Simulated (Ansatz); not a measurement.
Relaxation of a periodic cell of 17 atoms, Si₁₆Au (host Si, host structure diamond, interstitial Au), to a largest force component of 0.03 eV/Å in at most 60 steps.

Theory: DFT PBE, scalar-relativistic, plane waves, PAW in Ansatz. Settings: PAW set soft_1, cutoff 420 eV, k mesh 2x2x2, fermi-dirac smearing 0.05 eV, spin collinear.

```xyz
17
Lattice="0.0000 5.4300 5.4300 5.4300 0.0000 5.4300 5.4300 5.4300 0.0000" Properties=species:S:1:pos:R:3
Si 0.000 0.000 0.000
Si 1.357 1.357 1.357
Si 2.715 2.715 0.000
Si 4.072 4.072 1.357
Si 2.715 0.000 2.715
Si 4.072 1.357 4.072
Si 5.430 2.715 2.715
Si 6.787 4.072 4.072
Si 0.000 2.715 2.715
Si 1.357 4.072 4.072
Si 2.715 5.430 2.715
Si 4.072 6.787 4.072
Si 2.715 2.715 5.430
Si 4.072 4.072 6.787
Si 5.430 5.430 5.430
Si 6.787 6.787 6.787
Au 4.099 4.043 4.063
```

Where does it end, and by what steps?

The run converged. The force dipped under the threshold on the way, but the program's further checks kept it going. Limits of this set-up: coarse k mesh. After 12 steps the energy has fallen by 1.022 eV; Au17 moved furthest, 1.06 Å. Parted: Si4–Au17, Si10–Au17, Si12–Au17.

```tsv
step	energy less start (eV)	largest force component (eV/Å)	accepted
0	0.0000	1.664	yes
1	-0.5743	0.295	yes
2	-0.5906	0.029	yes
3	-0.5906	0.029	yes
4	-0.5917	0.044	yes
5	-0.6227	0.445	yes
6	-0.6427	0.440	yes
7	-0.6879	0.401	yes
8	-0.7914	0.640	yes
9	-0.9046	0.352	yes
10	-0.9966	0.201	yes
11	-1.0219	0.019	yes
12	-1.0219	0.019	yes
```

```xyz
17
Lattice="0.0000 5.4300 5.4300 5.4300 0.0000 5.4300 5.4300 5.4300 0.0000" Properties=species:S:1:pos:R:3
Si -0.106 0.017 -0.110
Si 1.131 1.584 1.135
Si 2.698 2.822 -0.109
Si 4.118 4.028 1.295
Si 2.469 0.247 2.481
Si 3.928 1.257 3.925
Si 5.513 2.636 2.539
Si 6.888 4.220 3.928
Si -0.119 2.833 2.689
Si 1.296 4.037 4.099
Si 2.873 5.272 2.859
Si 4.106 6.848 4.100
Si 2.532 2.644 5.500
Si 3.913 4.228 6.882
Si 5.498 5.612 5.503
Si 6.959 6.615 6.949
Au 4.702 3.443 4.701
```

Whether the end is a true minimum wasn't checked by a vibrational analysis.

The run took 110 s on 2 threads of Arm Neoverse V2, with other jobs on the host, peak memory 0.74 GiB.
